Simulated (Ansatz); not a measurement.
SnHF₃. Total charge 0; singlet. Geometry PBE0-D4/def2-TZVP.

```xyz
5

Sn    0.012   -0.118   -0.007
H     0.186   -1.788   -0.107
F    -1.605    0.522   -0.749
F     1.374    0.841   -0.903
F     0.033    0.543    1.765
```

In the def2 sets Sn takes a core potential; there is no spin–orbit coupling.

Q: Estimate the orbital energies around the gap (eV) in Ansatz with PBE-D4/def2-SVP, PBE-D4/def2-TZVP, r2SCAN-D4/def2-TZVP, r2SCAN0-D4/def2-TZVP, BHLYP-D4/def2-TZVP.

A: 
```tsv
orbital	PBE-D4/def2-SVP	PBE-D4/def2-TZVP	r2SCAN-D4/def2-TZVP	r2SCAN0-D4/def2-TZVP	BHLYP-D4/def2-TZVP
HOMO−5	-9.32	-9.74	-10.25	-12.22	-13.94
HOMO−4	-9.32	-9.74	-10.25	-12.22	-13.94
HOMO−3	-9.12	-9.57	-10.07	-12.01	-13.68
HOMO−2	-9.12	-9.57	-10.07	-12.01	-13.68
HOMO−1	-9.00	-9.48	-9.99	-11.97	-13.68
HOMO	-8.95	-9.29	-9.75	-11.37	-12.68
LUMO	-2.86	-3.15	-2.88	-1.97	-1.20
LUMO+1	-0.83	-1.26	-0.86	-0.24	0.12
LUMO+2	-0.83	-1.26	-0.86	-0.24	0.12
LUMO+3	1.53	1.15	1.67	2.35	2.40
LUMO+4	2.97	1.63	2.70	2.94	2.91
LUMO+5	5.30	2.95	3.70	4.12	4.22
```
